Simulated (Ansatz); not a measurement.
```yaml
crystal:
  periodic: [false, false, false]
  atoms:
    - {symbol: F, position_ang: [0.470668, -1.259179, 4.072681]}
    - {symbol: C, position_ang: [-0.730715, -1.633978, 1.893230]}
    - {symbol: F, position_ang: [-2.618275, -3.254709, 2.315161]}
    - {symbol: F, position_ang: [0.938521, -2.816705, 0.338210]}
    - {symbol: C, position_ang: [-1.664082, 0.797165, 0.696423]}
    - {symbol: O, position_ang: [0.319829, 2.345218, 0.036040]}
    - {symbol: In, position_ang: [2.576216, 1.414975, -2.895031]}
    - {symbol: H, position_ang: [-2.883491, 1.717653, 2.099950]}
    - {symbol: H, position_ang: [-2.872291, 0.219315, -0.898941]}
    - {symbol: H, position_ang: [5.484135, 2.724016, -2.509046]}
    - {symbol: H, position_ang: [0.979468, -0.253732, -5.148695]}
basis:
  gaussian: {orbitals: def2-SVPD, point_charges: [{charge: 1.00, position_ang: [5.417, 0.489, -0.567]}]}
hamiltonian: {xc: {name: B2PLYP}}
output: {forces: true}
```

```sh
$ ansatz run in.yaml --threads 4 --pin off --events-out ev --progress --plain --max-ram 11315MiB
```

Shortened log:

```
Functional definition: B2PLYP
2030 factors; integrals over basis functions are off by at most 2.4e-4 eV
mean field evaluation 1: about -17378.5202 eV, gradient 1.2e2 eV
mean field evaluation 2: about -17378.5513 eV, gradient 1.2e2 eV
mean field evaluation 4: about -17073.7242 eV, gradient 2.0e2 eV
mean field evaluation 8: about -17430.1978 eV, gradient 1.3e1 eV
mean field evaluation 16: about -17431.9683 eV, gradient 1.6e-2 eV
mean field -17431.96827569 eV, -640.6130183192 hartree, gradient 3.6e-6 eV, S^2 0.000000; 8 other end points of the search recorded, 0 dependent functions left out; unrestricted orbitals would lower it
10 core orbitals not correlated: weight in the atoms' cores, before any rotation towards them, 1.000 or more for the frozen orbitals, at most 0.000 for the correlated occupied ones
reference -17431.96859380 eV, -640.6130300095 hartree; 26, 26 occupied and 160, 160 virtual orbitals, 2030 factors
second order -55.44604013 eV of doubles, -0.00000000 eV of singles
Total energy: -17446.93902464 eV, -641.1631831954 hartree
Atom 0 at     0.470668    -1.259179     4.072681 Å, force    -0.965918    -0.302286    -1.871498 eV/Å
Atom 1 at    -0.730715    -1.633978     1.893230 Å, force     1.141212    -1.107704     0.808692 eV/Å
Atom 2 at    -2.618275    -3.254709     2.315161 Å, force     0.981948     0.933251    -0.246380 eV/Å
Atom 3 at     0.938521    -2.816705     0.338210 Å, force    -1.094524     0.942054     1.079119 eV/Å
Atom 4 at    -1.664082     0.797165     0.696423 Å, force    -1.933527     1.528476    -0.768161 eV/Å
Atom 5 at     0.319829     2.345218     0.036040 Å, force    -1.168689    -1.426685     0.222055 eV/Å
Atom 6 at     2.576216     1.414975    -2.895031 Å, force    -0.389695     0.216639     0.115735 eV/Å
Atom 7 at    -2.883491     1.717653     2.099950 Å, force     1.717204    -1.399867    -2.000945 eV/Å
Atom 8 at    -2.872291     0.219315    -0.898941 Å, force     1.712000     0.795514     2.407753 eV/Å
Atom 9 at     5.484135     2.724016    -2.509046 Å, force    -0.147716    -0.514059     0.385971 eV/Å
Atom 10 at     0.979468    -0.253732    -5.148695 Å, force    -0.020769    -0.000883    -0.052095 eV/Å
Dipole moment:    -0.990210     1.164954    -2.078823 e Å
```

Question: What is wrong with this run?

Answer: The coordinates are in bohr but typed as ångström. The calculation finished and met its thresholds. The result belongs to that input, not to the molecule as meant.
